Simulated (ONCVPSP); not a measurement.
## Pseudopotential generation for Cu: ONCV, LDA (Perdew-Zunger), scalar-relativistic.

Cu, optimised norm-conserving Vanderbilt (ONCV), made with ONCVPSP 4.0.1 (LDA (Perdew-Zunger), scalar-relativistic). Core [Ne], reference 3s2 3p6 3d10 4s0.5 4p0.5. Waves: 3s+4s: rc 0.95 bohr, ncon 4, nbas 7, qcut 15.9 1/bohr, 2 projectors; 3p+4p: rc 1.25 bohr, ncon 4, nbas 7, qcut 11.9 1/bohr, 2 projectors; 3d: rc 1.15 bohr, ncon 4, nbas 9, qcut 15.3 1/bohr, 2 projectors, debl 0.7 Ha. Local part: polynomial inside 0.85 bohr (lpopt 5, dvloc0 4 Ha). Core correction: polynomial model core, fcfact 0.4.

All-electron outer shells of the reference configuration (LDA (Perdew-Zunger), scalar-relativistic, ld1.x):

```
shell  level (eV)  outermost node (bohr)  outermost maximum (bohr)
   2s    -1061.45                   0.07                      0.20
   2p     -917.49                      –                      0.16
   3s     -115.27                   0.29                      0.61
   3p      -73.16                   0.26                      0.62
   3d       -6.44                      –                      0.60
   4s       -5.66                   0.89                      2.21
   4p       -1.41                   0.97                      3.39
```

Calculated quality:

```
Cutoffs needed             : 84 Ha and 96 Ha (the cutoffs (Ha) at which the residual kinetic energy of the hardest occupied pseudo-wave falls to 1 and 0.1 mHa per electron)
Ghost test                 : no bound ghost flagged; no localised positive-energy state flagged
Configuration tests        : 2 of 4 tests not solved or not reliable
rms error of d²Exc/dni dnj : 1.86 mHa without and 0.80 mHa with the model core
```

Generation and tests took about 5.4 s on one core of a shared server CPU.
